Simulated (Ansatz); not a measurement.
Reaction (substitution at a C–O bond): `CC1(O)[SiH2][SiH2]1` + H–F → `CC1(F)[SiH2][SiH2]1` + H₂O

Calculated with Ansatz (gas phase, PBE0-D4/def2-TZVP geometries, no zero-point term in ΔE). CCSD(T)/CBS adds triple-zeta CCSD(T) − MP2 to the extrapolated MP2 energy (def2 sets, frozen cores). This one scheme is used for every species. DFT in def2-TZVPP. One conformer a species, not always the lowest.

Problem. Is it downhill or uphill in electronic energy at CCSD(T)/CBS, and by how much? (An estimate is asked.)

Solution. The calculation gave: Uphill: ΔE = +4.6 kJ/mol.

Problem. What do these levels give: r2SCAN-D4, PBE, r2SCAN, CCSD(T)/def2-TZVPP, HF/def2-QZVPP, MP2/def2-QZVPP? (Estimate.)

Solution. Computed: r2SCAN-D4 -2.6, PBE -2.7, r2SCAN -3.4, CCSD(T)/def2-TZVPP 5.7, HF/def2-QZVPP -7.4, MP2/def2-QZVPP 10.8 kJ/mol.

Largest T1 diagnostic among the species: 0.013.

In def2-TZVPP, CCSD(T) changes the Hartree–Fock value by +12.6 kJ/mol (the triples alone add +1.6 kJ/mol) and MP2 by +18.5 kJ/mol. The D4 term adds +4.6 kJ/mol with B3LYP and +2.5 kJ/mol with PBE0; it sums over pairs of atoms, weighted by their polarisabilities, and B3LYP, whose exchange is more repulsive, gets the larger term.

B3LYP here is the variant with VWN-RPA as its local correlation; programs differ in this.
